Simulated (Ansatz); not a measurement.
[Tb(NH3)6]3+ (TbN₆H₁₈³⁺). Total charge 3; septet. Geometry r2SCAN-D4/def2-SVP.

```xyz
25

Tb   -0.0007    0.0005   -0.0001
N    -1.9070    0.2539    1.5992
H    -2.8454    0.2440    1.1729
H    -1.9119    1.1283    2.1451
H    -1.9787   -0.4716    2.3276
N     1.9119   -0.2660   -1.5889
H     2.8496   -0.1972   -1.1667
H     1.9538    0.4221   -2.3551
H     1.9504   -1.1670   -2.0880
N    -1.4150    0.9384   -1.8372
H    -1.9396    0.2432   -2.3885
H    -0.9113    1.4719   -2.5609
H    -2.1500    1.5961   -1.5376
N     1.4335   -0.9337    1.8231
H     2.0734   -1.6903    1.5395
H     0.9276   -1.3473    2.6203
H     2.0645   -0.2578    2.2785
N    -0.8051   -2.3025   -0.5501
H    -1.7818   -2.5020   -0.2879
H    -0.2852   -3.0702   -0.0996
H    -0.7777   -2.5610   -1.5476
N     0.7820    2.3099    0.5531
H     1.7306    2.5450    0.2255
H     0.8225    2.5386    1.5574
H     0.2095    3.0747    0.1661
```

In the def2 sets Tb takes a core potential; there is no spin–orbit coupling. B3LYP takes the VWN-RPA correlation. With an open 4f shell the SCF may have ended on a state above the lowest.

Problem. Estimate the α-spin orbital energies around the gap (eV) in Ansatz with PBE-D4/def2-SVP, PBE-D4/def2-TZVP, r2SCAN-D4/def2-TZVP, B3LYP-D4/def2-TZVP, PBE0-D4/def2-SVP.

Solution. 
```csv
orbital,PBE-D4/def2-SVP,PBE-D4/def2-TZVP,r2SCAN-D4/def2-TZVP,B3LYP-D4/def2-TZVP,PBE0-D4/def2-SVP
HOMO−13,-23.37,-23.43,-23.83,-25.02,-25.29
HOMO−12,-22.43,-22.48,-23.05,-24.93,-25.25
HOMO−11,-22.43,-22.48,-23.05,-24.92,-25.20
HOMO−10,-22.43,-22.48,-23.05,-24.92,-25.19
HOMO−9,-22.32,-22.37,-23.01,-24.82,-25.18
HOMO−8,-22.31,-22.37,-23.01,-24.82,-25.08
HOMO−7,-22.31,-22.37,-23.01,-24.82,-25.08
HOMO−6,-21.11,-21.18,-21.60,-24.68,-25.08
HOMO−5,-21.11,-21.18,-21.47,-22.52,-22.78
HOMO−4,-20.64,-20.68,-21.06,-22.04,-22.32
HOMO−3,-20.64,-20.68,-21.06,-22.04,-22.32
HOMO−2,-19.74,-19.79,-20.16,-21.13,-21.39
HOMO−1,-19.73,-19.79,-20.16,-21.12,-21.38
HOMO,-19.73,-19.78,-20.15,-21.12,-21.37
LUMO,-13.32,-13.41,-13.37,-12.88,-12.53
LUMO+1,-13.30,-13.40,-13.35,-12.86,-12.52
LUMO+2,-13.30,-13.39,-13.35,-12.85,-12.51
LUMO+3,-12.32,-12.56,-11.85,-12.00,-11.47
LUMO+4,-10.99,-11.14,-10.43,-10.67,-10.20
LUMO+5,-10.99,-11.14,-10.43,-10.67,-10.20
β HOMO,-17.85,-17.92,-17.54,-20.69,-21.11
β LUMO,-16.88,-16.93,-15.58,-14.17,-13.27
```
